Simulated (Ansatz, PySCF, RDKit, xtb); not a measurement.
Pair of molecules: C2H6 (SMILES CC) (first 8 atoms) with C2H6O (SMILES COC); geometry from B3LYP-D3(BJ)/def2-TZVP, rigid monomers moved along the line of their centres of mass till H5···O10 is 3.59 Å.
(charge 0, multiplicity 1):
| atom | x (Å) | y (Å) | z (Å) |
|---|---|---|---|
| C | -0.3239 | 0.7615 | 0.0300 |
| C | 0.1725 | -0.6803 | -0.0351 |
| H | -1.3851 | 0.8256 | -0.2208 |
| H | 0.2178 | 1.3972 | -0.6736 |
| H | -0.1888 | 1.1746 | 1.0301 |
| H | -0.3752 | -1.3199 | 0.6602 |
| H | 1.2313 | -0.7461 | 0.2239 |
| H | 0.0506 | -1.1033 | -1.0346 |
| C | 1.2101 | -0.3387 | 4.7311 |
| O | 0.1351 | 0.5563 | 4.5507 |
| C | -1.1192 | -0.0596 | 4.7382 |
| H | 1.1576 | -1.1750 | 4.0225 |
| H | 1.2247 | -0.7457 | 5.7508 |
| H | 2.1298 | 0.2176 | 4.5568 |
| H | -1.2719 | -0.8824 | 4.0277 |
| H | -1.8831 | 0.6984 | 4.5726 |
| H | -1.2219 | -0.4567 | 5.7568 |

Interaction energies are E(AB) − E(A) − E(B) at the monomers' geometry in the complex; basis-set methods are counterpoise corrected.

Cores are frozen in the correlated methods. Rows in 6-31G* carry no dispersion term and start afresh at each structure (6-31G* with six Cartesian d functions).

Programs: Ansatz (Gaussian orbitals); PySCF for 6-31G* rows, the dispersion terms; RDKit for the force fields; xtb for the GFN methods. Values without a source in brackets are computed.

| level | interaction energy (kcal/mol) |
|---|---|
| MMFF94 | -0.48 |
| GFN-FF | -0.62 |
| GFN2-xTB | -0.69 |
| PBE/def2-TZVPPD | -0.32 |
| PBE-D4/def2-TZVPPD | ? |
| r2SCAN/def2-TZVPPD | -0.26 |
| B3LYP/6-31G* | ? |
| PBE0/def2-TZVPPD | -0.25 |
| MP2/aug-cc-pVDZ | -0.63 |

Complete the blanks.


- PBE-D4/def2-TZVPPD, interaction energy (kcal/mol): -0.84
- B3LYP/6-31G*, interaction energy (kcal/mol): 0.04

Ansatz is a program for electronic structure.
